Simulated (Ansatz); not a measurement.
```yaml
atoms:
  - { symbol: C, position_ang: [0.0000, 0.0000, -1.2389] }
  - { symbol: C, position_ang: [0.0000, 0.0000, 0.2145] }
  - { symbol: C, position_ang: [0.0000, 0.0000, 1.4252] }
  - { symbol: H, position_ang: [0.0000, -1.0275, -1.6347] }
  - { symbol: H, position_ang: [-0.8899, 0.5138, -1.6347] }
  - { symbol: H, position_ang: [0.8899, 0.5138, -1.6347] }
  - { symbol: H, position_ang: [0.0000, 0.0000, 2.4993] }
```

Basis set: 6-31G* (spherical functions). Correlated methods keep 3 orbitals frozen. Charge 0, multiplicity 1.

Computed with Ansatz (development build ahead of 0.2.0); each method stands on the lowest determinant of its kind that the runs found. Restricted open shells among the atoms or ions are ROHF, correlated in semicanonical orbitals with singles.

**Question.** Give the atomization energy at this shape (free ground-state atoms in the same class of orbitals less the molecule, no zero-point energy) of singlet C₃H₄ by RHF-MP2, RHF.

**Answer.**

```csv
method,atomization energy
RHF-MP2,28.58 eV
RHF,22.80 eV
```
